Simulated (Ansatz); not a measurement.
Cost and result for the atomization energy of C3H9AlClN, SMILES `CC(C)[NH][AlH][Cl]` (15 atoms, 14 bonds).

```xyz
15

C    -0.5539    1.4996   -0.8571
C    -0.0700    0.6499    0.3089
C    -1.1842   -0.2310    0.8391
N     1.0806   -0.1507   -0.0734
Al    1.4061   -1.8817   -0.0381
Cl    3.2903   -2.4312   -0.7960
H     0.2490    2.1362   -1.2381
H    -1.3804    2.1479   -0.5545
H    -0.8952    0.8603   -1.6761
H     0.2257    1.3329    1.1196
H    -2.0364    0.3758    1.1508
H    -0.8563   -0.8182    1.7007
H    -1.5310   -0.9255    0.0670
H     1.8176    0.4280   -0.4551
H     0.4381   -2.9923    0.5022
```

Total charge 0; spin multiplicity 1. The structure was optimised at the PBE0-D4/def2-TZVP level. It is one conformer, not always the lowest. Program: Ansatz. All runs use 2 threads of an AMD EPYC 7R13 on a shared host and a share of an NVIDIA H100 80 GB. Times are those of one run each, without the atoms' runs, and a repeat can differ threefold. Electronic energies, without spin–orbit coupling; frozen cores. CCSD(T)/CBS adds CCSD(T) − MP2 in def2-TZVPP to the MP2 limit, and its time is that of the two runs behind it. T1 = 0.010. B3LYP takes the VWN-RPA correlation (the form of Gaussian; ORCA's B3LYP/G).

CCSD(T)/CBS is a level of theory with its own doubt, some kJ/mol a heavy atom from the limit and from the frozen cores, so smaller differences don't rank the functionals.

| level | functions | wall time |
| --- | --- | --- |
| PBE0-D4/def2-TZVPP | 334 | 2 s |
| B3LYP-D4/def2-TZVPP (with forces) | 334 | 2.5 s |
| B2PLYP/def2-TZVPP | 334 | 2.6 s |
| PBE-D4/def2-TZVPP (with forces) | 334 | 3.1 s |
| r2SCAN-D4/def2-TZVPP (with forces) | 334 | 3.2 s |
| ωB97X-V/def2-TZVPP | 334 | 3.5 s |
| MP2/def2-QZVPP | 638 | 4.2 s |
| ωB97M-V/def2-TZVPP (with forces) | 334 | 4.4 s |
| CCSD(T)/def2-TZVPP | 334 | 6.5 s |
| CCSD(T)/CBS(def2) | – | 11 s |

Q: What atomization energy does each give, and how far from CCSD(T)/CBS? (Estimate.)

A: Computed: 
```json
{"level": "PBE0-D4/def2-TZVPP", "atomization (kJ/mol)": "5590.1", "difference from CCSD(T)/CBS": "9.2", "per bond": "0.7"}
{"level": "B3LYP-D4/def2-TZVPP (with forces)", "atomization (kJ/mol)": "5574.4", "difference from CCSD(T)/CBS": "-6.5", "per bond": "-0.5"}
{"level": "B2PLYP/def2-TZVPP", "atomization (kJ/mol)": "5515.9", "difference from CCSD(T)/CBS": "-65.0", "per bond": "-4.6"}
{"level": "PBE-D4/def2-TZVPP (with forces)", "atomization (kJ/mol)": "5656.4", "difference from CCSD(T)/CBS": "75.5", "per bond": "5.4"}
{"level": "r2SCAN-D4/def2-TZVPP (with forces)", "atomization (kJ/mol)": "5585.8", "difference from CCSD(T)/CBS": "4.9", "per bond": "0.3"}
{"level": "ωB97X-V/def2-TZVPP", "atomization (kJ/mol)": "5594.6", "difference from CCSD(T)/CBS": "13.7", "per bond": "1.0"}
{"level": "MP2/def2-QZVPP", "atomization (kJ/mol)": "5592.1", "difference from CCSD(T)/CBS": "11.2", "per bond": "0.8"}
{"level": "ωB97M-V/def2-TZVPP (with forces)", "atomization (kJ/mol)": "5597.9", "difference from CCSD(T)/CBS": "17.0", "per bond": "1.2"}
{"level": "CCSD(T)/def2-TZVPP", "atomization (kJ/mol)": "5443.1", "difference from CCSD(T)/CBS": "-137.8", "per bond": "-9.8"}
{"level": "CCSD(T)/CBS(def2)", "atomization (kJ/mol)": "5580.9", "difference from CCSD(T)/CBS": "0.0", "per bond": "0.0"}
```

The D4 term adds +53.1 kJ/mol with B3LYP and +28.3 kJ/mol with PBE0; it sums over pairs of atoms, weighted by their polarisabilities, and B3LYP, whose exchange is more repulsive, gets the larger term. In def2-TZVPP, CCSD(T) changes the Hartree–Fock value by +1295.2 kJ/mol (the triples alone add +71.8 kJ/mol) and MP2 by +1362.7 kJ/mol; breaking electron pairs costs correlation energy, which Hartree–Fock lacks. From PBE to PBE0 (25 % exact exchange), in def2-TZVPP and without D4, the atomization energy moves by −61.3 kJ/mol: exact exchange takes away binding that semilocal exchange gives to molecules.
